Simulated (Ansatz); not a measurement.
The cluster Be₃Te₂⁺. Total charge 1; doublet. Geometry PBE-D4/def2-SVP.

```xyz
5

Be    0.5633    0.0344   -1.0086
Be   -1.5095    0.0165   -1.4209
Be   -0.9732   -0.0269    0.6229
Te    0.9431    1.4156    0.9412
Te    0.9763   -1.4396    0.8654
```

In the def2 sets Te takes a core potential; there is no spin–orbit coupling. B3LYP takes the VWN-RPA correlation. Another isomer (doublet) lies 1.71 eV lower at PBE0-D4/def2-TZVP; other spin states weren't run for this one.

(1) Estimate the α-spin orbital energies around the gap (eV) in Ansatz with PBE-D4/def2-TZVP, revPBE-D4/def2-TZVP, r2SCAN-D4/def2-TZVP, B3LYP-D4/def2-TZVP, PBE0-D4/def2-TZVP.

## Answers

(1) 
```csv
orbital,PBE-D4/def2-TZVP,revPBE-D4/def2-TZVP,r2SCAN-D4/def2-TZVP,B3LYP-D4/def2-TZVP,PBE0-D4/def2-TZVP
HOMO−5,-12.63,-12.58,-12.92,-13.32,-13.60
HOMO−4,-12.39,-12.34,-12.68,-13.19,-13.51
HOMO−3,-11.02,-10.97,-11.22,-11.67,-11.91
HOMO−2,-10.96,-10.91,-11.15,-11.58,-11.83
HOMO−1,-10.18,-10.13,-10.36,-10.84,-11.07
HOMO,-9.71,-9.69,-10.05,-10.43,-10.69
LUMO,-8.19,-8.10,-7.93,-7.56,-7.42
LUMO+1,-7.91,-7.83,-7.80,-7.31,-7.14
LUMO+2,-7.62,-7.53,-7.33,-6.97,-6.85
LUMO+3,-6.88,-6.80,-6.61,-6.22,-6.13
LUMO+4,-5.77,-5.68,-5.43,-5.10,-4.94
LUMO+5,-4.64,-4.57,-4.36,-3.93,-3.84
β HOMO,-10.14,-10.09,-10.30,-10.80,-11.02
β LUMO,-8.41,-8.32,-7.99,-7.94,-7.62
```
